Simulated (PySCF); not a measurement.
## Computed spin Hamiltonian

Compound: C₆H₆ClO₂ (doublet state).
Z-matrix (Å and degrees, GFN2-xTB geometry), rows numbered from 1:
```
O 
C   1  1.3751
C   2  1.4217  1  115.05
O   3  1.3562  2  120.60  1    -0.01
C   3  1.4010  2  119.32  1   179.95
C   5  1.3580  3  120.69  2     0.03
Cl  6  1.7224  5  120.26  3  -179.97
C   6  1.4916  5  123.88  3     0.04
C   2  1.3536  1  123.41  3   179.98
H   1  0.9628  2  109.51  3   179.91
H   4  0.9677  3  107.69  2     0.07
H   5  1.0781  3  118.09  2  -179.96
H   8  1.1015  6  109.80  5  -122.55
H   8  1.1015  6  109.76  5   122.33
H   9  1.0806  2  120.51  1    -0.01
```

The hyperfine couplings belong to this conformer and change with its torsions.

Identity: `OC1=C(O)C=C(Cl)C[CH]1` [radical].

Method: UKS B3LYP, pcH-1 on C Cl H O, non-relativistic, mean-field spin-orbit, GIAO in PySCF. One conformer (not necessarily the lowest) at the GFN2-xTB geometry, without solvent, vibrations or thermal averaging. Couplings are sensitive to structure, and on GFN2-xTB geometries they can be far from those on DFT ones. The SCF solution wasn't tested for stability. ⟨S²⟩ is 0.781 where a pure state has 0.75.

| Quantity | Value |
| --- | --- |
| g1, g2, g3 | 2.00183, 2.00468, 2.00533 |
| g_iso | 2.00395 |
| Form of g | rhombic: the two nearest values differ by 19 % of g3 − g1 |
| ⟨S²⟩ | 0.7807 (exact 0.7500) |
| α and β electrons | 38, 37 |
| HOMO–LUMO gap, α and β orbitals | 3.97, 4.57 eV |
| Total energy | -842.86892 Eh |
| Basis functions | 295 |

Hyperfine couplings atom by atom, in MHz; T1 to T3 are the principal values of the dipolar part; ρ(0) is the spin density at the nucleus:

```csv
atom,isotope,a_iso,of which spin–orbit,T1,T2,T3,Mulliken spin population,ρ(0) (bohr⁻³)
O1,17O,3.4,0.0,-4.1,-3.0,7.1,-0.01,-0.0057
C2,13C,-35.9,0.0,-19.7,8.9,10.8,-0.15,-0.0319
C3,13C,46.0,0.0,-43.2,-41.9,85.1,0.46,0.0409
O4,17O,-13.8,0.1,-44.6,21.5,23.2,0.09,0.0228
C5,13C,-37.7,0.0,-23.8,10.4,13.5,-0.20,-0.0335
C6,13C,47.2,0.2,-37.3,-35.3,72.6,0.40,0.0418
Cl7,35Cl,1.3,-0.1,-11.3,-5.5,16.8,0.02,0.0032
C8,13C,-31.6,0.0,-0.7,0.1,0.6,-0.08,-0.0281
C9,13C,31.4,0.0,-29.2,-27.2,56.4,0.36,0.0280
H10,1H,-0.2,0.0,-2.4,-1.2,3.6,0.00,0.0000
H11,1H,-8.1,0.0,-8.6,-5.7,14.3,0.00,-0.0018
H12,1H,9.9,0.0,-4.1,-1.4,5.5,0.01,0.0022
H13,1H,133.6,0.0,-3.4,-0.2,3.6,0.05,0.0299
H14,1H,134.1,0.0,-3.4,-0.2,3.6,0.05,0.0300
H15,1H,-23.7,0.0,-13.9,-0.8,14.8,-0.02,-0.0053
```

Largest spin populations (Mulliken): C3 (+0.46), C6 (+0.40), C9 (+0.36) and C5 (-0.20). Three atoms exceed +0.15.

The SMILES `OC1=C(O)C=C(Cl)C[CH]1` draws the unpaired electron on C9, whose computed spin population is only +0.36.

Axes: g3 points within 8° of the C9–H15 bond.

Under fast tumbling the dipolar parts average out, and these isotropic splittings remain: 2 × 1H (H13/H14, I = 1/2, 3 lines) with 4.77 mT, 1 × 1H (H15, I = 1/2, 2 lines) with 0.84 mT, 1 × 1H (H12, I = 1/2, 2 lines) with 0.35 mT, 1 × 1H (H11, I = 1/2, 2 lines) with 0.29 mT and 1 × 35Cl (Cl7, I = 3/2, 4 lines) with 0.05 mT.

Class means assume fast exchange of nuclei equivalent by connectivity; if that motion is slow, each nucleus keeps its own coupling.

Main isotope only: 35Cl (natural samples also hold 24 % 37Cl, magnetic too, which adds its own pattern).

The 17O coupling of O4 (-13.8 MHz) shows only in satellite lines or after enrichment, since that isotope makes up about 0.038 % of natural oxygen.

The 13C coupling of C6 (47.2 MHz) shows only in satellite lines or after enrichment, since that isotope makes up about 1.07 % of natural carbon.

β density exceeds α density at some nuclei, such as C5 (-0.0335), C2 (-0.0319) and C8 (-0.0281), spin density in bohr⁻³. In a single determinant that takes different orbitals for the two spins, that is spin polarisation.

Hardware: an Arm Neoverse V2 with one thread, on a shared host. Cost: 1.8 min of wall time (with the writing of density and orbital grids), 0.97 GiB resident at most.
